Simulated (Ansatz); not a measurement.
Born–Oppenheimer molecular dynamics of CH4Al2Si (8 atoms, charge 0, multiplicity 1). It starts from a relaxed structure.

The calculation used Ansatz 0.2.0, UKS BLYP/STO-3G.

* ensemble: NVE (velocity Verlet)
* time step: 0.5 fs
* steps asked: 166
* starting velocities drawn for: 2000 K
* masses: H 2.014 u
* seed: 613049

First frame:

```xyz
8
Properties=species:S:1:pos:R:3
C 0.025 1.805 -0.336
Si -1.183 0.650 -0.765
Al 0.914 0.360 0.423
Al -0.526 -1.548 0.015
H 0.151 2.888 -0.476
H 2.247 0.378 1.139
H -0.204 -2.487 -1.132
H -1.424 -2.047 1.131
```

(1) How far do the bonds stretch over the last three quarters of this one trajectory? (Pairs bonded in most of those frames.)

## Answers

(1) 
| bond | mean (Å) | spread (Å) | shortest | longest |
| --- | --- | --- | --- | --- |
| C1–Si2 | 1.714 | 0.016 | 1.69 | 1.74 |
| C1–Al3 | 1.924 | 0.076 | 1.78 | 2.01 |
| C1–H5 | 1.111 | 0.024 | 1.07 | 1.15 |
| Si2–Al3 | 2.437 | 0.035 | 2.39 | 2.49 |
| Si2–Al4 | 2.562 | 0.219 | 2.18 | 2.78 |
| Al3–Al4 | 2.443 | 0.072 | 2.25 | 2.52 |
| Al3–H6 | 1.527 | 0.059 | 1.44 | 1.62 |
| Al4–H7 | 1.541 | 0.081 | 1.42 | 1.66 |
| Al4–H8 | 1.525 | 0.042 | 1.46 | 1.59 |

Mean temperature of the second half: 954 K. The conserved energy stayed within 0.29 meV per atom of its start (net change 0.21 meV per atom), so the integration is sound. The temperature averaged 0.48 of the 2000 K drawn at the start: a run that starts near a minimum puts about half its kinetic energy into the potential. A run of 0.083 ps of so small a system gives no equilibrium averages. Limits of this set-up: minimal basis.

The run took 6.5 min on 1 thread of Arm Neoverse V1, with other jobs on the host, peak memory 0.11 GiB.
